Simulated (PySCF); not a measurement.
Species: C₉H₁₀O.
Bonds: C1–C2 (double), C2–C3, C3–O4, O4–C5, C5–C6 (aromatic), C6–C7 (aromatic), C7–C8 (aromatic), C8–C9 (aromatic), C9–C10 (aromatic), C5–C10 (aromatic). Hydrogens: H11, H12 on C1; H13 on C2; H14, H15 on C3; H16 on C6; H17 on C7; H18 on C8; H19 on C9; H20 on C10.

NICS = −σ at a ghost point: NICS(0) at the centroid of the ring atoms, NICS(1) 1 Å to either side along the normal of their mean plane, zz for the tensor component along that normal. Level: GIAO PBE0/pcSseg-1 (PySCF, non-relativistic, gas phase) on the GFN2-xTB geometry, one conformer.

Ring bond lengths (Å), with Mayer bond orders in brackets: C5–C6 1.391 (1.36), C6–C7 1.386 (1.44), C7–C8 1.382 (1.45), C8–C9 1.386 (1.41), C9–C10 1.379 (1.48), C10–C5 1.396 (1.39).

Problem. Give the NICS values of each ring in ppm.

Solution. 
```json
{"ring": "C5–C6–C7–C8–C9–C10", "type": "6-membered carbocycle; formal bonds all aromatic", "NICS(0)": "-9.2", "NICS(1), two faces": "-11.0 / -11.0", "NICS(1)zz, two faces": "-27.4 / -27.6", "rms pucker (Å)": "0.00", "centre to ring atoms, mean (Å)": "1.39"}
```

Problem. What do they say, and how far can they be read as aromaticity?

Solution. 
- C5–C6–C7–C8–C9–C10: mean NICS(1)zz -27.5 ppm, shielded. For a flat ring without four-coordinate atoms the NICS criterion counts such a value as aromatic.

Problem. And the bond-length index? Use HOMA with the parameters of Krygowski (1993).

Solution. 
- C5–C6–C7–C8–C9–C10: HOMA 0.99 = 1 − EN − GEO, with mean bond length 1.387 Å, EN = α(Ropt − mean)² = 0.001 and GEO = α × variance = 0.008. The geometric and the magnetic index point the same way.

Problem. At the second NICS(1) probe listed for ring C5–C6–C7–C8–C9–C10, 1 Å off the ring, how large is the induced field along the normal in 7.05 T applied along it?

Solution. NICSzz × B0 = -27.6 ppm × 7.05 T = -195 μT, against the applied field.

Problem. Give the inner angles of the rings and the Hirshfeld charges of the ring atoms.

Solution. 
- C5–C6–C7–C8–C9–C10: C5 119.1° (+0.076 e), C6 119.8° (-0.076 e), C7 120.9° (-0.049 e), C8 119.4° (-0.065 e), C9 120.3° (-0.047 e), C10 120.5° (-0.069 e); sum 720.0° against 720° for a flat convex ring.

The values belong to the conformer `[CH2:1]=[CH:2][CH2:3][O:4][c:5]1[cH:6][cH:7][cH:8][cH:9][cH:10]1`: C1–C2–C3–O4 150°, C2–C3–O4–C5 72°, C3–O4–C5–C6 5°.
